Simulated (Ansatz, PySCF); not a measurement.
Gas-phase reaction in SMILES: O[Si]([SiH3])([SiH3])[SiH3] + 4 [H][H] (H2) -> O (H2O) + 4 [SiH4] (SiH4)
Structures are relaxed separately at B3LYP-D3(BJ)/def2-TZVP in Ansatz (a quantum-chemistry and plane-wave program), one conformer each, not searched for the lowest. Frequencies are from Ansatz or PySCF.
Geometry of the first species:
```xyz
15

O     -0.2888    -0.1770     2.0109
Si    -0.0599    -0.0316     0.3602
Si     2.2573    -0.0171     0.0097
Si    -0.9936     1.9605    -0.4772
Si    -1.0209    -1.8310    -0.8148
H     -1.1926    -0.1995     2.3369
H      2.8793    -1.2764     0.4850
H      2.8966     1.1295     0.6992
H      2.4967     0.1112    -1.4498
H     -2.4470     2.0198    -0.1721
H     -0.3460     3.1569     0.1152
H     -0.8227     2.0047    -1.9509
H     -0.8487    -1.6165    -2.2734
H     -0.3911    -3.1223    -0.4440
H     -2.4753    -1.9226    -0.5232
```
Charge 0, spin multiplicity 1.

Quantity: energy of full hydrogenation (enthalpy at 298 K, with B3LYP-D3(BJ) rigid-rotor harmonic-oscillator terms), in eV. Cores are frozen in the correlated levels unless marked. No spin-orbit coupling. Non-relativistic. CBS(X,Y): correlation extrapolated as X^-3; Hartree-Fock from the larger set. [CCSD(T)-MP2]/basis is that difference in the basis named.

```csv
level,program,energy of full hydrogenation (eV)
revPBE-D3(BJ)/def2-TZVPD,Ansatz + dftd3,0.78
revPBE-D4/def2-TZVPD,Ansatz + dftd4,0.80
revPBE/def2-TZVPD,Ansatz,0.37
B3LYP-D4/def2-TZVPD,Ansatz + dftd4,0.30
PBE0/STO-3G,Ansatz,0.55
B2GP-PLYP/def2-TZVPD,Ansatz,0.09
PBE-QIDH/def2-TZVPD,Ansatz,0.30
RPA@PBE/cc-pV(T+d)Z,Ansatz,0.10
MP2/cc-pV(T+d)Z,Ansatz,0.33
MP2/cc-pV(Q+d)Z,Ansatz,0.35
RI-MP2/aug-cc-pV(Q+d)Z,Ansatz,0.34
SCS-MP2/STO-3G,Ansatz,0.07
CCSD(T)/cc-pV(D+d)Z,Ansatz,-0.31
"RI-MP2/CBS(aug-cc-pV(T+d)Z,aug-cc-pV(Q+d)Z)+[CCSD(T)-MP2]/aug-cc-pV(T+d)Z",Ansatz,0.30
"CCSD(T)/CBS(cc-pV(T+d)Z,cc-pV(Q+d)Z)",Ansatz,0.33
```
